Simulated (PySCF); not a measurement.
# MoP at ROHF-CCSD(T)

Computed with ROHF-CCSD(T); PySCF, scalar-relativistic core potentials, basis sets Mo def2-TZVPP with ECP28, P def2-TZVPP.

```
state                             : quartet, unpaired electrons σ ↑, δ ↑↑
bond length                       : 2.113 Å
harmonic wavenumber               : 526 cm⁻¹
force constant                    : 3.84 mdyn/Å
rotational constant Be            : 0.1604 cm⁻¹
anharmonicity ωexe                : 2.01 cm⁻¹
vibration–rotation constant αe    : 0.000689 cm⁻¹
well depth De to Mo (4d5 5s1) + P : 284 kJ/mol
dissociation energy D0            : 281 kJ/mol
```

Correlated steps freeze 5 core orbitals. Spin–orbit coupling is left out, which matters for elements this heavy, above all for dissociation energies. The CCSD T1 diagnostic is raised, a sign that a single reference may not be enough here. The state is the lowest single determinant that the PBE0 search found; with open d or f shells the true ground state can be another one.
